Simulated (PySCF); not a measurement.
Ga(F)(Et)(OH) (C₂H₆FGaO), SMILES C[CH2][Ga]([OH])[F].

Coordinates come from a PBE0-D3(BJ)/def2-SVP optimisation. The structure was generated by enumeration; whether it is a known compound was not checked. Other conformers were not sampled.

These are M06-2X/def2-TZVP (PySCF) values and carry that method's errors.

Symmetry labels are those of the subgroup Cs that the program uses (full group Cs).

List the valence orbital energies around the gap with their symmetry. (The exact figures need the calculation; the answer reports its results.)


```json
[
 {"orbital": "HOMO−7", "symmetry": "A'", "energy (eV)": "-13.63"},
 {"orbital": "HOMO−6", "symmetry": "A\"", "energy (eV)": "-12.81"},
 {"orbital": "HOMO−5", "symmetry": "A'", "energy (eV)": "-12.72"},
 {"orbital": "HOMO−4", "symmetry": "A'", "energy (eV)": "-12.31"},
 {"orbital": "HOMO−3", "symmetry": "A'", "energy (eV)": "-11.82"},
 {"orbital": "HOMO−2", "symmetry": "A\"", "energy (eV)": "-11.65"},
 {"orbital": "HOMO−1", "symmetry": "A\"", "energy (eV)": "-10.85"},
 {"orbital": "HOMO", "symmetry": "A'", "energy (eV)": "-9.63"},
 {"orbital": "LUMO", "symmetry": "A\"", "energy (eV)": "0.11"},
 {"orbital": "LUMO+1", "symmetry": "A'", "energy (eV)": "0.17"},
 {"orbital": "LUMO+2", "symmetry": "A'", "energy (eV)": "1.50"},
 {"orbital": "LUMO+3", "symmetry": "A'", "energy (eV)": "2.06"}
]
```
